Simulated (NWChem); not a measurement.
Species: ScClF2; SMILES [Sc]([Cl])([F])[F]

```xyz
4

Sc     0.0000     0.0000    -0.3934
F      0.0000     1.5446    -1.3352
F      0.0000    -1.5446    -1.3352
Cl     0.0000     0.0000     1.8997
```
Atoms are numbered in this order, from 1.

Structure relaxed at the PBE0/def2-SVP level.

Symmetry labels are those of C2v in the frame above (b1 and b2, or b-type labels, depend on it).

Task: List the 6 lowest vertical singlet excitations from LDA (Slater exchange, VWN5)/def2-SVP, TDA (NWChem).

Result: 
```csv
state,energy (eV),oscillator strength,symmetry,leading excitation (squared amplitude)
S1,3.93,0.004,b2,HOMO → LUMO (1.00)
S2,4.17,0.017,b1,HOMO−1 → LUMO (1.00)
S3,4.70,0.000,a2,HOMO → LUMO+1 (1.00)
S4,4.74,0.000,a1,HOMO−2 → LUMO (0.97)
S5,5.00,0.002,b1,HOMO → LUMO+2 (0.99)
S6,5.24,0.001,b2,HOMO−1 → LUMO+2 (1.00)
```
